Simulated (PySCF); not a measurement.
C3H11NOSi, SMILES CC(C)O[SiH2]N.

The structure is a stationary point at TPSSh-D3(BJ)/def2-SVP. This is a generated structure with no PubChem entry under its InChIKey; it may be hypothetical. Other conformers were not sampled.

All values below come from PBE0/def2-TZVP (PySCF).

The total energy is -540.17257 hartree and the highest occupied level is -7.47 eV. The lowest empty level is 0.66 eV, the orbital gap comes out as 8.13 eV and the dipole moment is 1.98 D. The quadrupole, principal values (traceless, Buckingham form, about the centre of nuclear charge) is -4.54, 0.01, 4.53 D·Å. The mean static polarisability is 74.2 bohr³ (11.00 Å³) and the polarisability, principal values comes out as 65.7, 73.7, 83.3 bohr³.
